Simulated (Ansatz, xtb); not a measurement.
Two isomers of CH5FNSi

Structure X: `[CH2][Si@H](N)F`, a doublet. Structure Y: `C[Si](N)F`, a doublet. Both are isolated molecules in the gas phase, relaxed with BLYP-D3(BJ)/def2-SVP; the shapes shown needn't be the lowest conformers.

X (Å):

```tsv
atom	x (Å)	y (Å)	z (Å)
C	3.7346	-0.5403	1.5667
F	1.0991	-1.1098	0.7574
N	1.4758	0.7210	2.9078
Si	2.0150	0.1209	1.3765
H	4.4478	-0.1344	2.3036
H	4.1403	-1.3283	0.9100
H	1.8708	1.2399	0.3930
H	1.5851	0.1428	3.7461
H	0.6152	1.2734	2.9625
```

Y (Å):

```yaml
atoms:
  - { symbol: C, position_ang: [0.7424, -0.7205, 1.7924] }
  - { symbol: F, position_ang: [3.0342, -2.2720, 0.9324] }
  - { symbol: N, position_ang: [2.8627, 0.2630, 0.0022] }
  - { symbol: Si, position_ang: [1.9220, -1.1797, 0.3685] }
  - { symbol: H, position_ang: [0.1214, -1.5867, 2.0937] }
  - { symbol: H, position_ang: [0.0628, 0.1006, 1.4848] }
  - { symbol: H, position_ang: [1.3393, -0.3824, 2.6655] }
  - { symbol: H, position_ang: [3.6926, 0.1605, -0.5933] }
  - { symbol: H, position_ang: [2.3449, 1.1029, -0.2823] }
```

Quicker runs give these differences E(Y) − E(X): GFN2-xTB −48.4 kJ/mol; HF/STO-3G −31.0 kJ/mol (at GFN2-xTB geometries); r2SCAN-D4/def2-SVP −44.8 kJ/mol (at GFN2-xTB geometries).

Question: Estimate E(Y) − E(X) at the level CCSD(T)/def2-SVP + ΔMP2/def2-TZVPP.

Answer: Calculated at CCSD(T)/def2-SVP + ΔMP2/def2-TZVPP: E(Y) − E(X) = −26.7 kJ/mol, so structure Y lies lower.

The same difference at several levels:

```json
{"level": "GFN2-xTB", "geometry": "GFN2-xTB", "E(Y) − E(X) (kJ/mol)": "−48.4", "departure from the last row (kJ/mol)": "−21.7", "job, with rough time for the two": "optimisation, 0.16 s"}
{"level": "HF/STO-3G", "geometry": "GFN2-xTB", "E(Y) − E(X) (kJ/mol)": "−31.0", "departure from the last row (kJ/mol)": "−4.3", "job, with rough time for the two": "single point, 0.2 s"}
{"level": "r2SCAN-D4/def2-SVP", "geometry": "GFN2-xTB", "E(Y) − E(X) (kJ/mol)": "−44.8", "departure from the last row (kJ/mol)": "−18.1", "job, with rough time for the two": "single point, 2.1 s"}
{"level": "BLYP-D3(BJ)/def2-SVP", "geometry": "BLYP-D3(BJ)/def2-SVP", "E(Y) − E(X) (kJ/mol)": "−42.4", "departure from the last row (kJ/mol)": "−15.7", "job, with rough time for the two": "optimisation, 44 s"}
{"level": "HF/def2-SVP", "geometry": "BLYP-D3(BJ)/def2-SVP", "E(Y) − E(X) (kJ/mol)": "+9.8", "departure from the last row (kJ/mol)": "+36.5", "job, with rough time for the two": "part of the CCSD(T) run"}
{"level": "MP2/def2-SVP", "geometry": "BLYP-D3(BJ)/def2-SVP", "E(Y) − E(X) (kJ/mol)": "−31.5", "departure from the last row (kJ/mol)": "−4.8", "job, with rough time for the two": "part of the CCSD(T) run"}
{"level": "CCSD(T)/def2-SVP", "geometry": "BLYP-D3(BJ)/def2-SVP", "E(Y) − E(X) (kJ/mol)": "−24.7", "departure from the last row (kJ/mol)": "+2.0", "job, with rough time for the two": "single point"}
{"level": "CCSD(T)/def2-SVP + ΔMP2/def2-TZVPP", "geometry": "BLYP-D3(BJ)/def2-SVP", "E(Y) − E(X) (kJ/mol)": "−26.7", "departure from the last row (kJ/mol)": "", "job, with rough time for the two": "single point, 18 s"}
```

As drawn, Y has 1 C–H in place of 1 Si–H.

HF/def2-SVP puts the two in the other order. The largest departure from CCSD(T)/def2-SVP + ΔMP2/def2-TZVPP is that of HF/def2-SVP, 36.5 kJ/mol. The last row adds to CCSD(T) the change of the MP2 difference between the two basis sets, here −2.0 kJ/mol.

With harmonic frequencies from BLYP-D3(BJ)/def2-SVP (ideal gas, rigid rotor, one conformer each, 298.15 K, 1 atm): on the last row, ΔE + ΔZPE = −17.4, ΔH = −17.4, ΔG = −18.2 kJ/mol.

Open shells are spin-unrestricted. The correlated steps freeze 8 core orbitals. Run with Ansatz 0.2.0, xtb 6.7.1; the last row on 2 threads of Intel(R) Xeon(R) 6975P-C (Granite Rapids) on a shared host.
